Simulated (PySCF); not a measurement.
Can point charges reproduce the dipole moment of `C[SiH2]CS[Si@@H](O)C=O`?

Coordinates (GFN2-xTB, Å) and charges (e) from the PBE0/pcSseg-1 density (PySCF):

| atom | x | y | z | Mulliken | IAO | Hirshfeld | ESP-fitted |
| --- | --- | --- | --- | --- | --- | --- | --- |
| C1 | 3.467 | -0.180 | -0.154 | -0.6292 | -0.7206 | -0.2119 | -0.6006 |
| Si2 | 1.748 | -0.772 | -0.696 | +0.6715 | +0.7757 | +0.3409 | +0.5958 |
| C3 | 0.669 | 0.770 | -0.984 | -0.6416 | -0.6191 | -0.1577 | -0.1017 |
| S4 | -0.949 | 0.345 | -1.732 | -0.2885 | -0.1906 | -0.0929 | -0.3628 |
| Si5 | -2.062 | -0.158 | 0.010 | +0.8834 | +1.0191 | +0.3765 | +0.3710 |
| O6 | -1.787 | 0.941 | 1.169 | -0.5485 | -0.7953 | -0.2977 | -0.5541 |
| C7 | -3.913 | -0.109 | -0.453 | -0.0306 | -0.0113 | +0.0458 | +0.3936 |
| O8 | -4.706 | 0.432 | 0.279 | -0.3464 | -0.3618 | -0.2064 | -0.4282 |
| H9 | 3.422 | 0.399 | 0.763 | +0.1414 | +0.1575 | +0.0445 | +0.1403 |
| H10 | 3.934 | 0.441 | -0.913 | +0.1395 | +0.1562 | +0.0439 | +0.1324 |
| H11 | 4.122 | -1.027 | 0.024 | +0.1422 | +0.1595 | +0.0440 | +0.1542 |
| H12 | 1.128 | -1.592 | 0.353 | -0.0754 | -0.1259 | -0.0781 | -0.1244 |
| H13 | 1.820 | -1.531 | -1.947 | -0.0676 | -0.1210 | -0.0804 | -0.1491 |
| H14 | 1.130 | 1.452 | -1.697 | +0.1844 | +0.1721 | +0.0481 | +0.1295 |
| H15 | 0.465 | 1.324 | -0.072 | +0.1939 | +0.1693 | +0.0408 | +0.0599 |
| H16 | -1.707 | -1.477 | 0.519 | -0.0928 | -0.1517 | -0.0806 | -0.0800 |
| H17 | -2.522 | 1.336 | 1.638 | +0.2614 | +0.3789 | +0.1805 | +0.4105 |
| H18 | -4.267 | -0.587 | -1.385 | +0.1030 | +0.1088 | +0.0409 | +0.0137 |

Form Σ q r in debye for every column and set it beside the full dipole.

The full density gives (1.82, -0.25, 0.41) D, 1.88 D in size; dipole vectors point from the negative to the positive end.

```
    scheme    μx     μy     μz  size (D)  share of the full size (%)  angle to the full dipole (°)
  Mulliken  2.47  -3.15   0.22      4.01                         213                            45
       IAO  1.21  -2.80  -1.17      3.27                         173                            67
 Hirshfeld  1.18  -0.54  -0.36      1.34                          71                            33
ESP-fitted  1.81  -0.26   0.43      1.88                         100                             1
```

Which set comes closest?

Length of the difference vector: ESP-fitted 0.02 D, Hirshfeld 1.04 D, Mulliken 2.97 D, IAO 3.06 D. Closest: ESP-fitted. The schemes that divide the density aren't constrained to reproduce the dipole.

What is left for the Hirshfeld atoms' own dipoles?

The shares of the density sum to the whole, so what Σ q r misses lies in dipoles about the nuclei. The atomic dipoles sum to (1.82, -0.25, 0.41) − (1.18, -0.54, -0.36) = (0.64, 0.29, 0.77) D, 1.04 D in size.

With the origin at the mean of the coordinates, (0.000, 0.000, -0.293) Å, which are the largest single terms, by size, of the Mulliken dipole along the direction of the full one?

C1 -10.30, Si5 -8.09, O8 +7.46, Si2 +5.50, O6 +4.04 D; all 18 atoms together +2.86 D. The single terms depend on the origin, their sum doesn't.

Give the size of the full dipole in other units.

1.88 D = 0.741 au = 0.392 e·Å = 6.29 × 10⁻³⁰ C·m.

Isolated species at its GFN2-xTB geometry (one conformer only).
